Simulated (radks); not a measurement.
Results of a calculation; reference values are marked as such.
Dispersion coefficients C6 (hartree bohr^6) between ground-configuration atoms and ions, from the Casimir-Polder integral (3/pi) of alpha_A(iw) alpha_B(iw). Level of theory: non-relativistic Kohn-Sham, PBE, spin-polarised, spherical densities, point nucleus; open shells are filled with parallel spins first (a radial shooting solver on a logarithmic mesh with Libxc functionals). Response by self-consistent Sternheimer equations with the Hartree and adiabatic LDA kernel.

C6,N,N+,N2+,N3+,N4+,N5+,N6+
N,28.18,,,,,,
N+,15.18,8.327,,,,,
N2+,9.966,5.469,3.592,,,,
N3+,7.548,4.092,2.687,2.028,,,
N4+,4.648,2.466,1.620,1.239,0.7780,,
N5+,0.03617,0.02241,0.01505,0.01043,0.005763,0.0003136,
N6+,0.01463,0.009077,0.006102,0.004229,0.002338,0.0001336,0.00005711

Static polarisabilities (bohr^3): N ([He] 2s2 2p3) 8.279, N+ ([He] 2s2 2p2) 3.849, N2+ ([He] 2s2 2p1) 2.537, N3+ ([He] 2s2) 2.064, N4+ ([He] 2s1) 1.531, N5+ ([He]) 0.004798, N6+ (1s1) 0.001928. The combination rule 2 Ca Cb / ((alpha_b/alpha_a) Ca + (alpha_a/alpha_b) Cb) gives 0.01994 for N+-N5+, against 0.02241 from the integral.
